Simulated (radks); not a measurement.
V I, 23 electrons, occupied as [Ar] 3d3 4s2. All-electron calculation, non-relativistic Kohn-Sham, LDA (Slater exchange, Perdew-Wang correlation), spin-unpolarised, spherical densities, point nucleus. Program: a radial shooting solver on a logarithmic mesh with Libxc functionals.

Unscreened Slater integrals over Kohn-Sham orbitals (cm^-1).

\begin{tabular}{lr}
integral & value \\ \hline
F0(4s,4s) & 59219 \\
F0(4s,3d) & 74262 \\
G2(4s,3d) & 11291 \\
F0(4s,3p) & 77012 \\
G1(4s,3p) & 4347.6 \\
F0(4s,3s) & 77370 \\
G0(4s,3s) & 3061.6 \\
F0(3d,3d) & 144690 \\
F2(3d,3d) & 64501 \\
F4(3d,3d) & 39688 \\
F0(3d,3p) & 165570 \\
F2(3d,3p) & 75879 \\
G1(3d,3p) & 94277 \\
G3(3d,3p) & 56386 \\
F0(3d,3s) & 169700 \\
G2(3d,3s) & 70650 \\
F0(3p,3p) & 194530 \\
F2(3p,3p) & 97137 \\
F0(3p,3s) & 200210 \\
G1(3p,3s) & 132630 \\
F0(3s,3s) & 206450 \\
\end{tabular}

Derived for the open shells (J is the average intra-shell exchange parameter used in DFT+U). 3d: Racah B = F2/49 - 5 F4/441 = 866.4 cm^-1, C = 35 F4/441 = 3150 cm^-1, C/B = 3.64, F4/F2 = 0.615, J = (F2 + F4)/14 = 7442 cm^-1.
